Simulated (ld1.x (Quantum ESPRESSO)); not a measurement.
**Pr (Z = 59): PAW pseudisation with PBEsol, scalar-relativistic reference atom.**

The input file (ld1.x (Quantum ESPRESSO) 7.5):

```
&input
   title='Pr', zed=59., rel=1, dft='PBESOL', iswitch=3,
   config='[Xe] 4f2 5d1 6s1 6p0',
   nld=3, rlderiv=5.15, eminld=-3.0, emaxld=5.0, deld=0.02
 /
 &inputp
   pseudotype=3, lpaw=.true., tm=.true., lloc=-1, rcloc=2.75,
   nlcc=.true., new_core_ps=.true., rcore=2.30,
   which_augfun='BG', rmatch_augfun=2.10,
   file_pseudopw='Pr.UPF', file_wfcaegen='ae.wfc', file_wfcncgen='nc.wfc', file_beta='beta', file_chi='chi', file_wfcusgen='us.wfc'
 /
6
6S  1  0   1.00   0.00  2.35  2.80  0.0
6S  1  0   0.00   2.60  2.35  2.80  0.0
6P  2  1   0.00   0.00  3.95  4.75  0.0
6P  2  1   0.00   1.80  3.95  4.75  0.0
5D  3  2   1.00   0.00  2.35  2.55  0.0
5D  3  2   0.00   0.05  2.35  2.55  0.0
 &test
   configts(1)='5d1 6s1 6p0'
 /
```

Command:

```bash
ld1.x < Pr.in > Pr.out
```

Resulting log (shortened: banner, matrices, multipoles, cross overlaps and the repeated all-electron block are left out):

```
[... start of the log left out ...]
     [... 1 repeated lines left out ...]
     WARNING: using Bloechl style augmentation functions is not a good idea, as analytical overlap are not implemented in pwscf: use BESSEL or GAUSS instead.
     [... 1 repeated lines left out ...]
     WARNING: using Bloechl style augmentation functions is not a good idea, as analytical overlap are not implemented in pwscf: use BESSEL or GAUSS instead.
     [... 1 repeated lines left out ...]
     WARNING: using Bloechl style augmentation functions is not a good idea, as analytical overlap are not implemented in pwscf: use BESSEL or GAUSS instead.
     [... 1 repeated lines left out ...]
     WARNING: using Bloechl style augmentation functions is not a good idea, as analytical overlap are not implemented in pwscf: use BESSEL or GAUSS instead.
     [... 1 repeated lines left out ...]
     WARNING: using Bloechl style augmentation functions is not a good idea, as analytical overlap are not implemented in pwscf: use BESSEL or GAUSS instead.
     [... 1 repeated lines left out ...]
     WARNING: using Bloechl style augmentation functions is not a good idea, as analytical overlap are not implemented in pwscf: use BESSEL or GAUSS instead.
     [... 1 repeated lines left out ...]
     WARNING: using Bloechl style augmentation functions is not a good idea, as analytical overlap are not implemented in pwscf: use BESSEL or GAUSS instead.
     [... 1 repeated lines left out ...]
     WARNING: using Bloechl style augmentation functions is not a good idea, as analytical overlap are not implemented in pwscf: use BESSEL or GAUSS instead.
     [... 1 repeated lines left out ...]
     WARNING: using Bloechl style augmentation functions is not a good idea, as analytical overlap are not implemented in pwscf: use BESSEL or GAUSS instead.
     [... 1 repeated lines left out ...]
     WARNING: using Bloechl style augmentation functions is not a good idea, as analytical overlap are not implemented in pwscf: use BESSEL or GAUSS instead.
     [... 1 repeated lines left out ...]
     WARNING: using Bloechl style augmentation functions is not a good idea, as analytical overlap are not implemented in pwscf: use BESSEL or GAUSS instead.
     [... 1 repeated lines left out ...]
     WARNING: using Bloechl style augmentation functions is not a good idea, as analytical overlap are not implemented in pwscf: use BESSEL or GAUSS instead.
     [... 1 repeated lines left out ...]
     WARNING: using Bloechl style augmentation functions is not a good idea, as analytical overlap are not implemented in pwscf: use BESSEL or GAUSS instead.
     [... 1 repeated lines left out ...]
     WARNING: using Bloechl style augmentation functions is not a good idea, as analytical overlap are not implemented in pwscf: use BESSEL or GAUSS instead.
     Gaussians generated with zeta:     6.859410

 %%%%%%%%%%%%%%%%%%%%%%%%%%%%%%%%%%%%%%%%%%%%%%%%%%%%%%%%%%%%%%%%%%%%%%%%%%%%%%
     Error in routine new_paw_hamiltonian (1):
     negative rho
 %%%%%%%%%%%%%%%%%%%%%%%%%%%%%%%%%%%%%%%%%%%%%%%%%%%%%%%%%%%%%%%%%%%%%%%%%%%%%%

     stopping ...
```

The run stopped because the spherical valence density built from the smooth waves and the augmentation charge turned negative at some radius.

The run took about 0.26 s on one core of a shared server CPU.
